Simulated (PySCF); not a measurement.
Run record: excited-state job, `[As]12[As]3[As]1[As]23` (arsenic tetramer).

Computed with TDDFT wB97X-D/def2-SVPD, vertical, gas phase, core orbitals frozen in the response (PySCF 2.14.0, density-fitted response routines). Geometry: PBE0-D3(BJ)/def2-SVP. The command runs a driver script over a list of jobs; the input below is this job's line of settings and its coordinates in Å.

Command:
```bash
OMP_NUM_THREADS=1 python probes_run.py task.json out
```

Input:
```
{"job": {"kind": "uv", "xc": "wB97X-D", "basis": "def2-SVPD", "ip": true}, "charge": 0, "multiplicity": 1}
As    -0.981185     0.003064    -1.117952
As     0.675950     1.316571     0.088212
As     1.058880    -1.053027    -0.314605
As    -0.649876    -0.347508     1.268175
```

Give the output.

```
coarse grid: 29328 points
cycle   1  E = -8942.7240992178  dE = -2.362e+00  |g| = 3.487e-01  |ddm| = 3.521e+00
cycle   2  E = -8942.7318093442  dE = -7.710e-03  |g| = 2.887e-01  |ddm| = 5.071e-01
cycle   3  E = -8942.7406482664  dE = -8.839e-03  |g| = 1.537e-02  |ddm| = 3.229e-01
cycle   4  E = -8942.7409417554  dE = -2.935e-04  |g| = 4.047e-03  |ddm| = 7.147e-02
cycle   5  E = -8942.7409696848  dE = -2.793e-05  |g| = 1.292e-03  |ddm| = 2.646e-02
cycle   6  E = -8942.7409707447  dE = -1.060e-06  |g| = 3.958e-04  |ddm| = 5.810e-03
final grid: 52296 points
cycle   7  E = -8942.7417199583  dE = -1.556e-06  |g| = 7.575e-04  |ddm| = 8.249e-03
cycle   8  E = -8942.7417200570  dE = -9.877e-08  |g| = 6.572e-04  |ddm| = 2.340e-03
cycle   9  E = -8942.7417201389  dE = -8.184e-08  |g| = 1.206e-04  |ddm| = 8.625e-04
cycle  10  E = -8942.7417201457  dE = -6.859e-09  |g| = 8.704e-05  |ddm| = 4.119e-04
cycle  11  E = -8942.7417201485  dE = -2.779e-09  |g| = 1.134e-05  |ddm| = 2.171e-04
cycle  12  E = -8942.7417201487  dE = -1.837e-10  |g| = 4.436e-06  |ddm| = 6.034e-05
converged SCF energy = -8942.7417201487

Static polarisability (au): isotropic 115.938, principal 115.909 115.931 115.974

Singlet excitations
state   eV       nm        f      main configurations
  1   4.5023    275.4   0.00000   H->L+1 0.55, H-1->L 0.20, H->L+2 0.08
  2   4.5036    275.3   0.00000   H->L+2 0.51, H-1->L+1 0.25, H->L+1 0.11
  3   4.5057    275.2   0.00000   H-1->L 0.63, H-1->L+2 0.25
  4   4.7963    258.5   0.00000   H->L+3 0.72, H->L+4 0.20
  5   4.8023    258.2   0.00000   H-1->L+4 0.49, H->L+5 0.24, H-1->L+3 0.20
  6   4.8042    258.1   0.00001   H-1->L+5 0.67, H->L+4 0.24
  7   4.9117    252.4   0.00881   H-1->L+3 0.46, H->L 0.24, H-1->L+4 0.10
  8   4.9124    252.4   0.00921   H->L+4 0.32, H-1->L+2 0.21, H-1->L+5 0.16
  9   4.9144    252.3   0.00917   H->L+5 0.43, H-1->L+1 0.23, H-1->L+4 0.18
 10   5.1738    239.6   0.02526   H->L 0.39, H-1->L+3 0.25, H-1->L+4 0.10

Triplet excitations (Tamm-Dancoff, eV): 3.9115 3.9164 3.9178 4.2286
Vertical ionisation energy (delta-SCF) = 8.8174 eV
```

The SCF starts on a coarse grid where the log names one; the energy can jump when the final grid takes over, and dE then counts from the start density on the new grid. H and L stand for HOMO and LUMO; the number after each pair is its weight.

Give S1 in cm⁻¹ and kJ/mol.

4.5023 eV × 8065.54 = 36313 cm⁻¹; × 96.485 = 434.4 kJ/mol.

Which computed singlet has the largest oscillator strength, and what do all of them sum to?

State 10 at 5.17 eV (240 nm), f = 0.025; the 10 states sum to 0.052.

In short: HOMO -8.63 eV, LUMO 0.60 eV; lowest singlet 4.50 eV; lowest triplet 3.91 eV (Tamm–Dancoff); mean polarisability 115.9 au.

 Relativistic effects, spin–orbit coupling among them, are left out although an element past zinc is present.

The run took 92 s (grids of density and orbitals included) on an Arm Neoverse N1 with one thread, shared host, and the process peaked at 0.76 GiB of memory.
Labels such as C1 count atoms from 1, the log's own numbers from 0.

wB97X-D is run here without its empirical dispersion term; that term would change no orbital, density or response property at a fixed geometry.
